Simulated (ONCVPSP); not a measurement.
## Before and after: ONCV potential for tungsten (W)

ONCVPSP 4.0.1 input, shortened (lines: element, Z, core and valence counts, functional; n l f; lmax; l rc ep ncon nbas qcut; lloc lpopt rc5 dvloc0; l nproj debl; icmod fcfact rcfact), PBE, scalar-relativistic:

```
  W 74.00   10    4        4      upf
    1    0    2.00
    2    0    2.00
    2    1    6.00
    3    0    2.00
    3    1    6.00
    3    2   10.00
    4    0    2.00
    4    1    6.00
    4    2   10.00
    4    3   14.00
    5    0    2.00
    5    1    6.00
    5    2    4.00
    6    0    1.00
    2
    0    1.80    0.00    4    7    7.40
    1    2.00    0.00    4    8    8.20
    2    2.35    0.00    4    9    5.40
    4    5    1.70    6.00
    0    3    3.70
    1    2    1.40
    2    3    0.90
    2    0.20    0.65
```

In the p channel the program set the typed energies aside and used -1.864, 0.250 Ha.

All-electron outer shells of the reference configuration (PBE, scalar-relativistic, ld1.x):

```tsv
shell	level (eV)	outermost node (bohr)	outermost maximum (bohr)
5s	-86.56	0.53	0.96
5p	-50.72	0.57	1.09
4f	-40.69	–	0.43
6s	-12.18	1.28	2.58
5d	-11.73	0.63	1.49
```

Change: d: qcut 8.1.

Cutoffs: the cutoffs (Ha) at which the residual kinetic energy of the hardest occupied pseudo-wave falls to 1 and 0.1 mHa per electron; they do not see the model core or the augmentation charge, which bear on the density cutoff. Errors are all-electron minus pseudo energies relative to the spin-unpolarised reference configuration.

**Question.** How do hardness, ghosts and transferability respond?

**Answer.** The potential gets neither clearly harder nor softer (18 Ha and 22 Ha → 18 Ha and 22 Ha); the s channel sets the loose cutoff, while the largest relative change is in d, which becomes harder; of the 4 tests that both files solve, the error grows in 1 and shrinks in 0 by more than 15 % and 0.3 meV (median size 3.6 → 5.6 meV); neither file shows a bound ghost.

```tsv
quantity	base	changed
cutoff, loose	18 Ha	18 Ha
cutoff, tight	22 Ha	22 Ha
loose cutoff by channel	s 18 Ha, p 11 Ha, d 12 Ha	s 18 Ha, p 11 Ha, d 16 Ha
bound ghosts	none	none
GHOST(+) flags under 300 eV	none	none
error for 5s2 5p6 5d4 6s2, meV [ΔE -8.88 eV]	+3.7	+3.2
error for 5s2 5p6 5d4 6s0, meV [ΔE 15.68 eV]	-3.5	-3.3
error for 5s2 5p6 5d3 6s0, meV [ΔE 41.06 eV]	-2.9	-7.9
error for 5s2 5p5 5d4 6s2, meV [ΔE 40.06 eV]	-191	-163
s: phases at 1.83 bohr within 0.05 rad from the reference energy up to (Ha; the scan ends near 5)	to the end of the scan	to the end of the scan
p: phases at 2.02 bohr within 0.05 rad from the reference energy up to (Ha; the scan ends near 5)	to the end of the scan	to the end of the scan
d: phases at 2.38 bohr within 0.05 rad from the reference energy up to (Ha; the scan ends near 5)	to the end of the scan	to the end of the scan
rms error of d²Exc/dni dnj with the model core, mHa	0.93	0.88
```
